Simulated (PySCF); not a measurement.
# Bond curve of AlHg⁺

Set-up: PySCF, scalar-relativistic core potentials, basis sets Al def2-SVPD, Hg def2-SVPD with ECP60. Energies in eV from Al⁺ + Hg in their ground configurations at the same level. State: ¹Σ⁺ (singlet), closed shell.

```csv
R (Å),B3LYP
2.537,-0.2020
2.655,-0.3488
2.773,-0.4323
2.861,-0.4658
2.950,-0.4815
3.038,-0.4839
3.156,-0.4726
3.304,-0.4437
3.481,-0.3980
3.717,-0.3323
```

Put a parabola through the three lowest points of the B3LYP curve and estimate Re, k and ωe (reduced mass 23.8 u; 1 eV/Å² = 0.16022 mdyn/Å; ωe = 1302.8·√(k/μ) cm⁻¹).

Through R = 2.95, 3.038, 3.156 Å the second-order coefficient is 0.597 eV/Å², so Re ≈ 3.017 Å, k ≈ 0.191 mdyn/Å and ωe ≈ 117 cm⁻¹. A polynomial fit of higher order to the unrounded B3LYP energies gives Re = 3.013 Å, k = 0.215 mdyn/Å, ωe = 124 cm⁻¹; anharmonicity and rounding make the difference.

The higher-order fit for each curve: B3LYP: Re = 3.013 Å, ωe = 124 cm⁻¹, De = 0.484 eV.

Closed-shell solutions of metal pairs were not tested for spin polarisation, which can lower them a little. Spin–orbit coupling is left out. For an ion De counts to the pair picked by the measured ionisation energies or electron affinities, which need not be the lowest pair at this level.
